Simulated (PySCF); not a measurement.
**Threshold energies of SnH in a plasma**

CCSD(T) in PySCF with def2-SVPD on every atom (core potentials on Sn), for the lowest determinant that a PBE0 search found; no spin–orbit coupling.

```csv
species,state (unpaired electrons),Re (Å),ωe (cm⁻¹),energy of the minimum from the neutral (eV),De (eV),dissociates to
SnH,doublet (π ↑),1.784,1684,0.00,2.50,Sn + H
SnH⁺,singlet (closed shell),1.764,1801,6.99,2.67,Sn⁺ + H
SnH⁻,triplet (π ↑↑),1.823,1494,-0.99,2.43,Sn⁻ + H
```

**Question.** Work out the lowest energy to break SnH into atoms, from its vibrational ground state.

**Answer.** D0 = De − ωe/2 = 2.50 − 0.10 = 2.40 eV (CCSD(T)/def2-SVPD).

**Question.** Work out the ionisation energy of the Sn atom at this level and the threshold of dissociative ionisation.

**Answer.** IE(Sn) = 6.99 + 2.67 − 2.50 = 7.16 eV, so Sn⁺ + H + e⁻ appears at D0 + IE(Sn) = 9.56 eV (CCSD(T)/def2-SVPD). The measured IE(Sn) is 7.344 eV (NIST ASD).

**Question.** Work out the electron affinity of the Sn atom and the threshold of dissociative attachment.

**Answer.** EA(Sn) = 2.50 − 2.43 − (-0.99) = 1.06 eV, so Sn⁻ + H needs D0 − EA(Sn) = 1.34 eV (CCSD(T)/def2-SVPD). The measured EA(Sn) is 1.112 eV.

These are thermodynamic thresholds; the onsets seen under electron impact lie higher where the geometry changes, and cross-sections peak well above them.

Correlated steps freeze 4 core orbitals. Correlated levels converge slowly with the basis: in double zeta they bind strong bonds too weakly, by up to about 1 eV, and carry superposition errors of some tenths. These are scalar-relativistic numbers at best; spin–orbit coupling would shift them, the dissociation energy most. For an ion De counts to the pair picked by the measured ionisation energies or electron affinities, which need not be the lowest pair at this level. Where the molecule has an RHF reference, its open-shell atoms are computed with UHF. States were picked by a PBE0 search and need not be the measured ground states.
